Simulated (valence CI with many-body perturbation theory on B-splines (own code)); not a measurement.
# Hyperfine factors and g values of Nd³⁷⁺

Calculated by relativistic CI+MBPT: five valence electrons over a frozen Dirac-Fock core [Ar], a basis of 7 s, 7 p, 8 d, 6 f, 4 g, 1 h functions for each j, with the one-electron correlation potential Σ1, the two-electron term Σ2, the three-electron term Σ3, Breit, model QED; selected CI, second order for the rest (own B-spline code, finite nucleus).

The last digits are not significant, and no measured levels were compared; by estimate large intervals hold to a few tenths of a per cent, small ones and those within an open d or f shell to about a per cent. Only levels of the ground parity were solved; by the run's estimate the other parity begins above the list, which can be wrong where configurations are misplaced.

A/g_I is the dipole constant over the nuclear g factor μ/I (μ in nuclear magnetons, uniformly magnetised nucleus), B/Q the quadrupole constant per barn. Both hold the static response of the core; the bare values leave it out. Large factors of s and p1/2 electrons are usually good to 5 to 10 %; those of open d and f shells near neutrality can be off by tens of per cent, and small factors of p3/2, d and f electrons come from cancelling terms and can be off by a factor of two or in sign, in half-filled shells by more. B is blank for J = 1/2, where it vanishes, and for nearly pure S terms. Energies count from the lowest level.

Levels are named by their leading jj configuration (3d3/2^4 stands for four electrons in 3d with j = 3/2), which in mixed levels can hold well under half, so a name can repeat and another be missing. Letters in brackets count levels of one name in rising energy.

| Level | E (cm⁻¹) | g | A/g_I (MHz) | A/g_I bare | B/Q (MHz/b) | B/Q bare |
| --- | --- | --- | --- | --- | --- | --- |
| (3d3/2^4 3d5/2) J=5/2 | 0 | 1.495 | 12100 | 12900 | 20800 | 21100 |
| (3d3/2^3 3d5/2^2) J=5/2 [a] | 141520 | 1.281 | 11600 | 12200 | 16600 | 16800 |
| (3d3/2^3 3d5/2^2) J=7/2 [a] | 216480 | 1.146 | 20400 | 20700 | 31000 | 31500 |
| (3d3/2^3 3d5/2^2) J=3/2 [a] | 223640 | 1.237 | 23700 | 24100 | 26300 | 26700 |
| (3d3/2^3 3d5/2^2) J=11/2 | 226720 | 1.132 | 25100 | 25300 | 189 | 149 |
| (3d3/2^3 3d5/2^2) J=9/2 | 252370 | 1.146 | 22600 | 22900 | 30700 | 31200 |
| (3d3/2^3 3d5/2^2) J=5/2 [b] | 265020 | 1.145 | 22600 | 22900 | 4160 | 4240 |
| (3d3/2^3 3d5/2^2) J=1/2 | 275570 | 1.865 | -11800 | -10400 |  |  |
| (3d3/2^3 3d5/2^2) J=7/2 [b] | 303020 | 1.109 | 26600 | 26900 | -28700 | -29100 |
| (3d3/2^2 3d5/2^3) J=5/2 [a] | 355170 | 1.228 | 12500 | 12900 | 1420 | 1450 |
| (3d3/2^3 3d5/2^2) J=3/2 [b] | 372030 | 0.797 | 43100 | 42800 | -27600 | -28000 |
| (3d3/2^2 3d5/2^3) J=7/2 [a] | 394960 | 1.211 | 17600 | 18000 | -5420 | -5520 |
| (3d3/2^2 3d5/2^3) J=11/2 | 401460 | 1.071 | 25300 | 25500 | 1260 | 1280 |
| (3d3/2^2 3d5/2^3) J=9/2 [a] | 415290 | 1.143 | 21800 | 22100 | -5370 | -5470 |
| (3d3/2^2 3d5/2^3) J=1/2 [a] | 429480 | 0.572 | 60800 | 60100 |  |  |
| (3d3/2^2 3d5/2^3) J=13/2 | 433270 | 1.070 | 26800 | 27000 | -58.4 | -53.8 |
| (3d3/2^2 3d5/2^3) J=3/2 [a] | 439010 | 1.187 | 21200 | 21600 | 2450 | 2480 |
| (3d3/2^2 3d5/2^3) J=5/2 [b] | 452280 | 1.017 | 28600 | 28700 | -5980 | -6060 |
| (3d3/2^2 3d5/2^3) J=9/2 [b] | 484760 | 1.101 | 24600 | 24800 | 1740 | 1770 |
| (3d3/2^2 3d5/2^3) J=7/2 [b] | 499760 | 0.986 | 32600 | 32600 | -1160 | -1190 |
| (3d3/2^2 3d5/2^3) J=5/2 [c] | 508770 | 1.037 | 27900 | 28000 | 7000 | 7100 |
| (3d3/2^2 3d5/2^3) J=3/2 [b] | 526040 | 0.809 | 40800 | 40600 | 3180 | 3250 |
| (3d3/2^2 3d5/2^3) J=7/2 [c] | 547070 | 1.049 | 29400 | 29500 | 4210 | 4280 |
| (3d3/2^2 3d5/2^3) J=1/2 [b] | 550590 | 1.834 | -11100 | -9680 |  |  |
| (3d3/2^2 3d5/2^3) J=9/2 [c] | 595880 | 1.105 | 24400 | 24600 | 21300 | 21700 |
| (3d3/2 3d5/2^4) J=5/2 [a] | 595980 | 1.225 | 13100 | 13500 | -18100 | -18400 |
| (3d3/2 3d5/2^4) J=7/2 [a] | 648180 | 1.189 | 19000 | 19400 | -42300 | -42900 |
| (3d3/2 3d5/2^4) J=11/2 | 660670 | 1.064 | 26200 | 26300 | -1540 | -1520 |
| (3d3/2 3d5/2^4) J=3/2 [a] | 671670 | 0.911 | 27900 | 27800 | -28300 | -28800 |
| (3d3/2^2 3d5/2^3) J=5/2 [d] | 690040 | 1.128 | 21100 | 21400 | 20900 | 21300 |
| (3d3/2^2 3d5/2^3) J=3/2 [c] | 702510 | 1.193 | 21900 | 22300 | -18400 | -18700 |
| (3d3/2 3d5/2^4) J=9/2 | 714420 | 1.109 | 23300 | 23600 | -48400 | -49200 |
| (3d3/2 3d5/2^4) J=5/2 [b] | 742110 | 1.113 | 22300 | 22600 | -871 | -873 |
| (3d3/2 3d5/2^4) J=7/2 [b] | 757990 | 0.979 | 29900 | 30000 | 42300 | 42900 |
| (3d3/2 3d5/2^4) J=1/2 | 823000 | 1.039 | -1760 | -1580 |  |  |
| (3d3/2 3d5/2^4) J=3/2 [b] | 906780 | 0.884 | 41900 | 41800 | 42400 | 43000 |
| (3d5/2^5) J=5/2 | 918820 | 1.153 | 18800 | 19100 | -46000 | -46700 |

Take the isotope of mass number 145, with I = 7/2, μ = -0.656 μN and Q = -0.314 b. What is the hyperfine structure of (3d3/2^3 3d5/2^2) J=9/2?

From the table A = -4230 MHz, B = -9650 MHz. Shifts from the centre of gravity in MHz: F = 1: 77000, F = 2: 69900, F = 3: 59000, F = 4: 43900, F = 5: 24200, F = 6: -703, F = 7: -31500, F = 8: -69000.
